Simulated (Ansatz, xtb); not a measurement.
# Two isomers of C4H7BrO2

Structure I is `COC(=O)CCBr`, a singlet and structure II is `C[C@H](CBr)OC=O`, a singlet. Both are isolated molecules in the gas phase, relaxed with r2SCAN-D4/def2-SVP, each in the lowest conformer that the search found.

Quicker runs give these differences E(II) − E(I): GFN2-xTB +2.97 kcal/mol; HF/STO-3G +3.79 kcal/mol (at GFN2-xTB geometries); r2SCAN-D4/def2-SVP//GFN2-xTB +2.23 kcal/mol.

**Question.** Estimate E(II) − E(I) at the level CCSD(T)/def2-SVP + ΔMP2/def2-TZVPP.

**Answer.** Not settled: CCSD(T)/def2-SVP + ΔMP2/def2-TZVPP gives E(II) − E(I) = +1.24 kcal/mol, but this leans on the basis-set step: CCSD(T) alone gives +0.92 kcal/mol.

Level by level:

```csv
level,geometry,E(II) − E(I) (kcal/mol),departure from the last row (kcal/mol),"job, with rough time for the two"
GFN2-xTB,GFN2-xTB,+2.97,+1.73,"optimisation, 0.15 s"
HF/STO-3G,GFN2-xTB,+3.79,+2.55,"single point, 0.52 s"
r2SCAN-D4/def2-SVP//GFN2-xTB,GFN2-xTB,+2.23,+0.99,"single point, 5 s"
r2SCAN-D4/def2-SVP,r2SCAN-D4/def2-SVP,+1.81,+0.57,"optimisation, 64 s"
HF/def2-SVP,r2SCAN-D4/def2-SVP,+3.82,+2.58,part of the CCSD(T) run
MP2/def2-SVP,r2SCAN-D4/def2-SVP,+0.72,−0.52,part of the CCSD(T) run
CCSD(T)/def2-SVP,r2SCAN-D4/def2-SVP,+0.92,−0.32,single point
CCSD(T)/def2-SVP + ΔMP2/def2-TZVPP,r2SCAN-D4/def2-SVP,+1.24,,"single point, 2.4 min"
```

As drawn, both hold the same kinds of bond in the same numbers.

The largest departure from CCSD(T)/def2-SVP + ΔMP2/def2-TZVPP is that of HF/def2-SVP, 2.58 kcal/mol. The last row adds to CCSD(T) the change of the MP2 difference between the two basis sets, here +0.32 kcal/mol.

With thermal terms from frequencies at re-optimised GFN2-xTB minima (ideal gas, soft modes damped towards free rotors, one conformer each, 298.15 K, 1 atm): the zero-point term adds +0.21 kcal/mol; ΔH is +1.20 and ΔG +2.07 kcal/mol.

The correlated steps freeze 15 core orbitals; the filled d shell of Br is correlated, in a basis made for valence electrons. Mirror images aren't counted in ΔG. Programs: Ansatz 0.2.0, xtb 6.7.1; the last row on 4 threads of Arm Neoverse V1 on a shared host.
